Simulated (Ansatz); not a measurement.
Mulliken charges of CH$_{3}$F$_{2}$Ga (`F[CH](F)[GaH2]`) from r2SCAN/def2-TZVPP in Ansatz (PBE0-D4/def2-TZVP geometry).

| atom | x (Å) | y (Å) | z (Å) | charge (e) |
| --- | --- | --- | --- | --- |
| F1 | -0.150 | -1.606 | 0.832 | -0.217 |
| C2 | 0.534 | -0.449 | 0.537 | 0.221 |
| F3 | 1.663 | -0.812 | -0.146 | -0.214 |
| Ga4 | -0.670 | 0.696 | -0.621 | 0.271 |
| H5 | 0.863 | -0.028 | 1.493 | 0.061 |
| H6 | -1.332 | 1.974 | -0.003 | -0.067 |
| H7 | -0.908 | 0.225 | -2.092 | -0.055 |

By hand: the dipole of these point charges (1 e Å = 4.8032 D).

Σ q r = (-0.195, 0.465, 0.007) e Å, of length 0.504 e Å = 2.42 D.

How does the dipole of the full density compare? (Best estimate.)

The calculation gave: (-0.107, 0.351, 0.068) e Å, 1.79 D; the point charges give 1.35 times that, at 11° from its direction.

Point charges leave out the atoms' own dipoles, such as those of lone pairs, and Mulliken's split depends on the basis, so the two needn't agree.
